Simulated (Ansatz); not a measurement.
**What each rung costs, and what it gives**

Saddle point of SnNH7S, singlet (SnNH₅ ([NH2][SnH3]) + H₂S → SnH₄S ([SH][SnH3]) + NH₃; bonds formed: Sn1–S7, N2–H6; bonds broken: Sn1–N2, H6–S7), PBE0-D4/def2-TZVP structure:

Sn1  (-1.028, 0.721, -0.256)
N2  (0.564, 0.104, 1.002)
H3  (-0.383, 1.739, -1.439)
H4  (-1.960, 1.652, 0.855)
H5  (-1.906, -0.652, -0.701)
H6  (1.140, -0.522, 0.071)
S7  (1.380, -1.117, -1.480)
H8  (0.282, -0.496, 1.771)
H9  (1.120, 0.863, 1.383)
H10  (0.791, -2.291, -1.204)
(Å)

Barriers are electronic and count from the start structure reached by relaxing down the imaginary mode.

Ansatz 0.2.0; basis: as named in each row; cores frozen in the correlated methods. Filled d shells of the heavier atoms are correlated. Core potentials replace the inner electrons of the atoms past krypton. The def2 sets are not built for correlating such inner shells, so the correlated values are less sure here. B3LYP uses VWN-RPA correlation. Extrapolation: Hartree–Fock as exp(−7.88 √X), correlation as X^−2.97.

Times are rough, for one single point on 4 threads of a shared host (Arm Neoverse V1).

The estimate by CCSD(T) at an estimated basis limit (MP2 extrapolated from triple and quadruple zeta, plus CCSD(T) − MP2 in triple zeta) is 10.33 kcal/mol.

```json
{"method": "SPW92", "basis": "def2-SVP", "time (s)": "under 1", "barrier (kcal/mol)": "-0.68", "method less estimate": "-11.02"}
{"method": "PBE-D4", "basis": "def2-SVP", "time (s)": "under 1", "barrier (kcal/mol)": "3.98", "method less estimate": "-6.35"}
{"method": "PBE0-D4", "basis": "def2-SVP", "time (s)": "1", "barrier (kcal/mol)": "5.86", "method less estimate": "-4.47"}
{"method": "SPW92", "basis": "def2-TZVPP", "time (s)": "1", "barrier (kcal/mol)": "1.25", "method less estimate": "-9.08"}
{"method": "PBE-D4", "basis": "def2-TZVPP", "time (s)": "2", "barrier (kcal/mol)": "5.62", "method less estimate": "-4.72"}
{"method": "BLYP-D4", "basis": "def2-TZVPP", "time (s)": "2", "barrier (kcal/mol)": "8.29", "method less estimate": "-2.05"}
{"method": "B3LYP-D4", "basis": "def2-TZVPP", "time (s)": "2", "barrier (kcal/mol)": "9.59", "method less estimate": "-0.74"}
{"method": "BHLYP-D4", "basis": "def2-TZVPP", "time (s)": "2", "barrier (kcal/mol)": "11.73", "method less estimate": "1.40"}
{"method": "PBE0-D4", "basis": "def2-TZVPP", "time (s)": "2", "barrier (kcal/mol)": "7.44", "method less estimate": "-2.89"}
{"method": "CAM-B3LYP-D4", "basis": "def2-TZVPP", "time (s)": "3", "barrier (kcal/mol)": "10.93", "method less estimate": "0.59"}
{"method": "CCSD(T)", "basis": "def2-SVP", "time (s)": "4", "barrier (kcal/mol)": "13.23", "method less estimate": "2.89"}
{"method": "r2SCAN-D4", "basis": "def2-TZVPP", "time (s)": "4", "barrier (kcal/mol)": "6.69", "method less estimate": "-3.64"}
{"method": "r2SCAN0-D4", "basis": "def2-TZVPP", "time (s)": "4", "barrier (kcal/mol)": "8.08", "method less estimate": "-2.25"}
{"method": "wB97M-V", "basis": "def2-SVP", "time (s)": "4", "barrier (kcal/mol)": "8.56", "method less estimate": "-1.78"}
{"method": "B2PLYP", "basis": "def2-TZVPP", "time (s)": "5", "barrier (kcal/mol)": "11.03", "method less estimate": "0.70"}
{"method": "RPA on PBE", "basis": "def2-TZVPP", "time (s)": "5", "barrier (kcal/mol)": "13.08", "method less estimate": "2.75"}
{"method": "PBE-QIDH", "basis": "def2-TZVPP", "time (s)": "5", "barrier (kcal/mol)": "9.42", "method less estimate": "-0.91"}
{"method": "wB97X-V", "basis": "def2-TZVPP", "time (s)": "6", "barrier (kcal/mol)": "11.06", "method less estimate": "0.72"}
{"method": "B97M-V", "basis": "def2-TZVPP", "time (s)": "8", "barrier (kcal/mol)": "10.04", "method less estimate": "-0.29"}
{"method": "wB97M-V", "basis": "def2-TZVPP", "time (s)": "8", "barrier (kcal/mol)": "10.49", "method less estimate": "0.16"}
{"method": "MP2", "basis": "def2-QZVPP", "time (s)": "15", "barrier (kcal/mol)": "9.41", "method less estimate": "-0.92"}
{"method": "CCSD(T)", "basis": "def2-TZVPP", "time (s)": "110", "barrier (kcal/mol)": "12.07", "method less estimate": "1.73"}
```

All methods are single points on the PBE0-D4 structures; a negative value means that the method puts the saddle structure below the start.

T1 diagnostic: at most 0.013.

Exchanges of this kind with a chalcogen hydride build sulfide and selenide films.

Labels in which every atom is bracketed show which atoms are joined, not bond orders.
